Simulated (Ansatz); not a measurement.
`[NH]=[Nb]([OH])([OH])[Cl]` and `[NH]=[Nb]([OH])([OH])[F]` differ in one atom or group.

Ansatz, PBE0-D4/def2-TZVP geometries, multiplicity 1. Each molecule was computed in one conformer, which needn't be the lowest.

Elements past krypton have def2 core potentials.

```
                                      property  `[NH]=[Nb]([OH])([OH])[Cl]`
         HOMO–LUMO gap (B3LYP/def2-TZVPP) / eV                         5.93
           LUMO energy (B3LYP/def2-TZVPP) / eV                        -1.79
             HOMO energy (PBE/def2-TZVPP) / eV                        -6.55
zero-point energy (PBE0-D4/def2-TZVP) / kJ/mol                        106.0
            HOMO energy (PBE0/def2-TZVPP) / eV                        -7.98
         LUMO energy (ωB97M-V/def2-TZVPP) / eV                         0.50
```

Give the same properties after the change, and the shifts. (An estimate is asked.)

Ansatz gave: 
```
                                      property  `[NH]=[Nb]([OH])([OH])[F]`  shift
         HOMO–LUMO gap (B3LYP/def2-TZVPP) / eV                        6.93   1.00
           LUMO energy (B3LYP/def2-TZVPP) / eV                       -1.01   0.78
             HOMO energy (PBE/def2-TZVPP) / eV                       -6.76  -0.21
zero-point energy (PBE0-D4/def2-TZVP) / kJ/mol                       112.2    6.2
            HOMO energy (PBE0/def2-TZVPP) / eV                       -8.20  -0.22
         LUMO energy (ωB97M-V/def2-TZVPP) / eV                        0.75   0.25
```

With PBE0 the HOMO falls by 0.22 eV and the LUMO rises by 0.81 eV, so the gap widens by about 1.03 eV. PBE moves the HOMO by -0.21 eV and ωB97M-V by -0.23 eV.

B3LYP here is the variant with VWN-RPA as its local correlation; programs differ in this.

Positive LUMOs are unbound, so they and the gaps depend on the basis.
